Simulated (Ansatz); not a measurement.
Molecule: 3,3,3-trifluoroprop-1-yne, C3HF3, net charge 0, singlet state. SMILES: C(#C)C(F)(F)F
Structure (B3LYP-D3(BJ)/def2-TZVP (Ansatz, a first-principles code) minimum search):
```xyz
7

C      2.3167    -0.1977     0.0087
C      1.1258    -0.0961     0.0042
C     -0.3291     0.0281    -0.0012
F     -0.8021     0.2974     1.2287
F     -0.9158    -1.1070    -0.4214
F     -0.7329     1.0187    -0.8165
H      3.3763    -0.2881     0.0127
```

Quantity: atomisation energy (electronic, to ground-state atoms), in eV. Cores are frozen in the correlated levels unless marked. UHF or UKS for open shells. Spin-orbit coupling is left out. Non-relativistic unless marked X2C. The coupled-cluster limit lacks core correlation, which all-electron functionals hold. Basis-set limits of correlation are two-point, X^-3; Hartree-Fock from the larger set.

```
level                                        program  atomisation energy (eV)
------------------------------------  --------------  -----------------------
HF/cc-pVDZ                                    Ansatz                    20.90
HF/aug-cc-pVTZ                                Ansatz                    21.71
BLYP-D4/def2-TZVPD                    Ansatz + dftd4                    32.26
PBE0/def2-SVP                                 Ansatz                    32.86
HSE06-D4/def2-TZVPD                   Ansatz + dftd4                    32.32
LC-wPBE-D3(BJ)/def2-TZVPD             Ansatz + dftd3                    32.30
RPA@PBE/cc-pVTZ                               Ansatz                    28.57
RPA@PBE/cc-pVQZ                               Ansatz                    29.08
MP2/STO-3G                                    Ansatz                    27.27
MP2/aug-cc-pVDZ                               Ansatz                    31.08
MP2/cc-pVTZ                                   Ansatz                    32.62
MP2/CBS(aug-cc-pVTZ,aug-cc-pVQZ)              Ansatz                    33.61
RI-MP2/aug-cc-pVTZ                            Ansatz                    32.83
RI-MP2/cc-pVTZ                                Ansatz                    32.62
RI-MP2/cc-pVQZ                                Ansatz                    33.18
SCS-MP2/aug-cc-pVDZ                           Ansatz                    30.16
CCSD/6-31G*                                   Ansatz                    29.42
CCSD(T)/cc-pVTZ                               Ansatz                    31.00
CCSD(T)/aug-cc-pVQZ                           Ansatz                    31.67
X2C-CCSD(T)/cc-pVTZ-DK                        Ansatz                    30.96
CCSD(T)/CBS(aug-cc-pVTZ,aug-cc-pVQZ)          Ansatz                    31.98
```
